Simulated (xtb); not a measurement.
Si(CCH)(Cl)(H)2 (C2H3ClSi), SMILES C#C[SiH2]Cl. All values are semi-empirical tight-binding results from xtb (GFN2-xTB unless named), good for trends rather than for accurate numbers. The structure is a stationary point at GFN2-xTB.

Optimised geometry:

Bonded distances (Å): Si1–Cl2 2.023, Si1–C3 1.848, Si1–H5 1.460, Si1–H6 1.460, C3–C4 1.202, C4–H7 1.052. Angles (°): Cl2–Si1–C3 108.1, Cl2–Si1–H5 108.8, Cl2–Si1–H6 108.8, C3–Si1–H5 109.0, C3–Si1–H6 109.0, H5–Si1–H6 112.9, Si1–C3–C4 179.1, C3–C4–H7 179.9.
Charge 0, spin multiplicity 1.

```yaml
point_group_as_xtb_finds_it: Cs
orbital_gap: 5.34 eV
dipole_moment: 1.56 D
zero_point_energy: 22.6 kcal/mol
G − E(el) at 298.15 K (modified RRHO): 4.1 kcal/mol
static polarisability (D4 model): 62.7 bohr³
solvation energy, GFN2-xTB/ALPB(water): -1.0 kcal/mol
solvation energy, GFN2-xTB/ALPB(methanol): -4.3 kcal/mol
```

Computed atomic charges and the Wiberg bond orders between heavy atoms:
charges (e) Si1 0.50, Cl2 -0.27, C3 -0.11, C4 -0.07, H5 -0.07, H6 -0.07, H7 0.08. Bond orders Si1–Cl2 1.07, Si1–C3 0.94, C3–C4 2.92.
